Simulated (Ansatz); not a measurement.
Sn₅Cl₄⁺, relaxed as a doublet with UKS PBE-D4/def2-SVP in Ansatz, starting from the GFN2-xTB geometry. Force threshold 0.03 eV/Å.

In the def2 sets Sn takes a core potential; there is no spin–orbit coupling. Another isomer (doublet) lies 0.16 eV lower at PBE0-D4/def2-SVP; other spin states weren't run for this one.

Start:

Cartesian coordinates in Å:
```
Sn -2.473 0.547 0.941
Sn -0.230 2.334 -0.051
Sn 0.585 -2.472 -1.053
Sn 0.629 1.968 -2.695
Sn 1.366 0.953 2.129
Cl 1.772 -1.221 0.784
Cl -1.638 -1.585 -0.267
Cl -0.900 0.055 2.891
Cl 0.888 -0.579 -2.679
```

```
step  energy (eV)  largest force component (eV/Å)  SCF passes
   1  -79215.2951                           0.789          24
   2  -79215.5409                           0.214          27
   3  -79215.5598                           0.046          25
   4  -79215.5616                           0.020          24
```

Force components are those of the run's own axes.

End:

```xyz
9

Sn   -2.4471    0.6019    0.9664
Sn   -0.2133    2.2672   -0.0838
Sn    0.5861   -2.4537   -1.0602
Sn    0.6387    2.0567   -2.7560
Sn    1.3200    0.9991    2.1313
Cl    1.9047   -1.2741    0.8313
Cl   -1.7594   -1.6620   -0.2993
Cl   -0.9638    0.0588    3.0955
Cl    0.9341   -0.5939   -2.8252
```

By distances, no bond broke or formed. The bond that changes most is Sn4–Cl9, from 2.56 to 2.67 Å (atoms count from 1).

No frequencies were taken in this run, so the end may be a saddle point.

It took 13 s on 4 threads of Intel Xeon 6975P-C on a shared host.
